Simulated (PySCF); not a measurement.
# Converging SnH⁻ in the basis (PBE0)

PySCF, UKS reference; triplet, unpaired electrons π ↑↑; De to Sn⁻ + H without counterpoise correction.

| basis | relativity | functions | Re (Å) | ωe (cm⁻¹) | De (eV) | μ (D) |
| --- | --- | --- | --- | --- | --- | --- |
| def2-SVPD | scalar-relativistic core potentials | 40 | 1.820 | 1520 | 2.54 | -1.07 |
| aug-cc-pVDZ-PP/aug-cc-pVDZ | scalar-relativistic core potentials | 41 | 1.818 | 1527 | 2.47 | -1.02 |
| def2-TZVPPD | scalar-relativistic core potentials | 73 | 1.811 | 1534 | 2.53 | -0.99 |

Task: How does each smaller set differ from the one with most functions, def2-TZVPPD?

Result: def2-SVPD: +0.9 pm, -0.9 % in ωe, +0.01 eV in De; aug-cc-pVDZ-PP/aug-cc-pVDZ: +0.7 pm, -0.5 % in ωe, -0.06 eV in De. All at PBE0; the set with most functions is neither the basis-set limit nor always the best.

A positive dipole points towards H; it is taken about the centre of mass and depends on that origin. Spin–orbit coupling is left out, which matters for elements this heavy, above all for dissociation energies. For an ion De counts to the pair picked by the measured ionisation energies or electron affinities, which need not be the lowest pair at this level. The highest Kohn–Sham level is positive in some of these anions. Much of that is self-interaction error, but it also means that the finite basis helps to hold the extra electron. The state is the lowest determinant that a PBE0 search found; another state may lie lower at other levels.
